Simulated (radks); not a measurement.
Values are calculated unless marked as measured or tabulated.
Problem. Ta, 73 electrons, occupied as [Xe] 4f14 5d1 6s2 6d2 (not the ground configuration). Code: a radial shooting solver on a logarithmic mesh with Libxc functionals. Model: Dirac Kohn-Sham, Wu-Cohen GGA, spin-unpolarised, spherical densities, point nucleus; open shells fill j = l - 1/2 first. Some entries of the table are withheld. Estimate them.

| orbital | occ. | eigenvalue (eV) | r(max) (bohr) |
|---|---|---|---|
| 1s1/2 | 2 | -67286.25 | (1) |
| 2s1/2 | 2 | -11563.28 | 0.06704 |
| 2p1/2 | 2 | -11051.84 | 0.04992 |
| 2p3/2 | 4 | -9781.414 | 0.05665 |
| 3s1/2 | 2 | -2658.494 | 0.1889 |
| 3p1/2 | 2 | -2431.206 | 0.1770 |
| 3p3/2 | 4 | -2157.723 | 0.1908 |
| 3d3/2 | 4 | -1773.852 | 0.1497 |
| 3d5/2 | 6 | -1714.288 | 0.1535 |
| 4s1/2 | 2 | -552.0570 | 0.4293 |
| 4p1/2 | 2 | -458.3797 | 0.4294 |
| 4p3/2 | 4 | -395.3679 | 0.4587 |
| 4d3/2 | 4 | -241.4463 | (2) |
| 4d5/2 | 6 | -229.8761 | (3) |
| 5s1/2 | 2 | -85.5814 | 0.9878 |
| 5p1/2 | 2 | -58.2055 | 1.062 |
| 5p3/2 | 4 | -49.1940 | 1.145 |
| 4f5/2 | 6 | -38.6151 | 0.4386 |
| 4f7/2 | 8 | -36.6285 | 0.4436 |
| 5d3/2 | 1 | -14.2291 | 1.478 |
| 5d5/2 | 0 | -13.4254 | 1.518 |
| 6s1/2 | 2 | (4) | 2.511 |
| 6d3/2 | 2 | -1.1956 | 6.164 |
| 6d5/2 | 0 | -1.1483 | 6.313 |

Solution. 
(1) 1s1/2 r(max) (bohr): 0.01167
(2) 4d3/2 r(max) (bohr): 0.4563
(3) 4d5/2 r(max) (bohr): 0.4657
(4) 6s1/2 eigenvalue (eV): -12.5411
